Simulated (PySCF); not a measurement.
Coordinates in bohr (charge 1 multiplicity 1):
```
Ta    0.0000    0.0000   -0.2961
O     2.5052    0.0000    1.6794
O    -2.5052    0.0000    1.6794
```

Level of theory: PySCF, PBE0, basis Ta def2-TZVP with ECP60, O def2-TZVP (scalar-relativistic core potentials, no spin–orbit coupling, density fitting).

This geometry of TaO₂⁺ is a stationary point at this level.

(1) What is the point group?

(2) Is it a minimum?

(3) What are the dipole moment and the gap between the highest occupied and lowest empty levels?

(4) Give the atomic charges and bond orders.

## Answers

(1) C2v.

(2) Yes: all harmonic wavenumbers are real.

(3) 6.11 D about the centre of mass and 4.21 eV.

(4) 
```csv
atom,Mulliken,Löwdin,polar tensor,Mayer order to Ta1
Ta1,1.69,1.29,2.22,–
"O2,3",-0.35,-0.14,-0.61,2.29
```

Other isomers or separated fragments may lie lower. No spin–orbit coupling is included, which matters more the heavier the element.
